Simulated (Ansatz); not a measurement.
Reaction (ligand exchange at a B–N bond): `CNB(N)O` + H₂Se → `NB(O)[SeH]` + CH₃NH₂

Computed with Ansatz on PBE0-D4/def2-TZVP structures; ΔE is electronic, products minus reactants. CBS: MP2 limit from def2 TZ/QZ plus the TZ coupled-cluster correction, frozen cores. Functionals use def2-TZVPP. B3LYP here is the variant with VWN-RPA as its local correlation; programs differ in this. For Se outer-core shells are correlated without core-valence functions, which leaves a few kJ/mol of doubt a bond. Scalar relativity is left out up to krypton. One conformer a species, not always the lowest.

```csv
level,ΔE (kcal/mol),difference from CCSD(T)/CBS
PBE-D4,7.7,-0.7
r2SCAN-D4,8.7,0.3
ωB97X-V,9.1,0.7
B2PLYP,8.9,0.5
PBE,7.6,-0.8
r2SCAN,8.6,0.2
B3LYP,9.4,1.0
SCS-MP2/def2-QZVPP,8.2,-0.2
MP2/CBS(def2),7.5,-0.9
CCSD/CBS(def2),8.8,0.4
CCSD(T)/CBS,8.4,0
```

Largest T1 diagnostic among the species: 0.010.

In def2-TZVPP, CCSD(T) changes the Hartree–Fock value by −1.7 kcal/mol (the triples alone add −0.5 kcal/mol) and MP2 by −2.5 kcal/mol.
